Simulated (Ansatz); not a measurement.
Basis-set extrapolation for `N[Si]1(F)C=CO1` (PBE0-D4/def2-TZVP geometry, frozen core, Ansatz). Multiplicity 1, RHF reference.

|  | def2-TZVPP | def2-QZVPP |
| --- | --- | --- |
| HF | -596.003269 | -596.027229 |
| MP2 correlation | -1.113818 | -1.202068 |
| CCSD(T) correlation | -1.180548 | not run |

Energies in hartree. Use E(X) = E(∞) + A·exp(−7.88·√X) for Hartree–Fock and E(X) = E(∞) + B·X^(−2.97) for correlation, with X = 3 and 4, and add CCSD(T) minus MP2 of the smaller set to the MP2 limit.

Q: What is the CCSD(T) energy at the basis-set limit?

A: HF limit: -596.027229 + (-0.023960) × 0.13774 = -596.03053. MP2 limit: -1.202068 + (-0.088250) × 0.74074 = -1.26744. Higher-order term: -1.180548 − (-1.113818) = -0.06673. Total: -597.36470 hartree, 474.9 kJ/mol below CCSD(T)/def2-TZVPP.
